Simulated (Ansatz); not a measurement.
BF$_{2}$H$_{3}$Si (`FB(F)[SiH3]`) at its PBE0-D4/def2-TZVP geometry, where that method's forces vanish. Charge 0, multiplicity 1.

```xyz
7

F    -1.3585    0.1654    1.7173
B    -0.1634    0.0994    1.1630
F     0.8655    0.1257    1.9893
Si    0.1040   -0.0585   -0.8479
H    -1.1605    0.2142   -1.5761
H     0.5584   -1.4414   -1.1556
H     1.1545    0.8951   -1.2901
```

(1) What forces (eV/Å) does PBE-D4/def2-TZVPP give on these atoms in Ansatz 0.2.0? (Estimate.)

Answers

(1) Computed: 
```
F1  -0.616  0.031  0.237
B2   0.067 -0.036 -0.537
F3   0.543  0.011  0.380
Si4 -0.033  0.020  0.107
H5  -0.124  0.024 -0.088
H6   0.051 -0.141 -0.044
H7   0.112  0.092 -0.056
```
